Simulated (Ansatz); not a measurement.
Basis-set series for BFH4SiZn, SMILES `[F][Zn][BH][SiH3]`. Total charge 0; spin multiplicity 1. Geometry: relaxed with PBE0-D4/def2-TZVP. It is one conformer, not always the lowest.

```json
{"functional": "PBE0-D4", "basis": "def2-SVP", "functions": "97", "energy (Eh)": "-2195.01209", "HOMO (eV)": "-7.87", "LUMO (eV)": "-3.11"}
{"functional": "PBE0-D4", "basis": "def2-TZVPP", "functions": "224", "energy (Eh)": "-2195.52895", "HOMO (eV)": "-8.03", "LUMO (eV)": "-3.26"}
{"functional": "ωB97M-V", "basis": "def2-SVP", "functions": "97", "energy (Eh)": "-2195.34179", "HOMO (eV)": "-9.94", "LUMO (eV)": "-1.03"}
{"functional": "ωB97M-V", "basis": "def2-TZVPP", "functions": "224", "energy (Eh)": "-2195.86525", "HOMO (eV)": "-10.13", "LUMO (eV)": "-1.29"}
```

(1) Give the rows for def2-QZVPP. (An estimate is asked.)

## Answers

(1) The calculation gave: 
```json
{"functional": "PBE0-D4", "basis": "def2-QZVPP", "functions": "404", "energy (Eh)": "-2195.59068", "HOMO (eV)": "-8.00", "LUMO (eV)": "-3.24"}
{"functional": "ωB97M-V", "basis": "def2-QZVPP", "functions": "404", "energy (Eh)": "-2195.92451", "HOMO (eV)": "-10.11", "LUMO (eV)": "-1.31"}
```

Scalar relativity is left out up to krypton.

Program: Ansatz 0.2.0.
